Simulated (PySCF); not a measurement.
Ligands exchanged one at a time, Al Br-SiH3. Isolated molecules, 0 K electronic values unless said otherwise. Strings in code marks are SMILES.

Calculation: B3LYP-D3(BJ)/def2-TZVP (PySCF). B3LYP has the VWN-RPA correlation part, as in Gaussian. Excitations are Tamm–Dancoff values on a coarser integration grid. The basis has no diffuse functions, so Rydberg states are missing or too high.

```
species                                                  T1 excitation (TDA) (eV)  S1 oscillator strength
-------------------------------------------------------  ------------------------  ----------------------
0 of 3 Br replaced by SiH3                                                      ?                       ?
1 of 3 Br replaced by SiH3 (`[Al]([SiH3])([Br])[Br]`)                        4.16                   0.013
2 of 3 Br replaced by SiH3                                                   3.09                   0.000
3 of 3 Br replaced by SiH3 (`[SiH3][Al]([SiH3])[SiH3]`)                      2.84                   0.000
```

### Question
Complete the blanks.

### Answer

- 0 of 3 Br replaced by SiH3, T1 excitation (TDA) (eV): 5.22
- 0 of 3 Br replaced by SiH3, S1 oscillator strength: 0.000
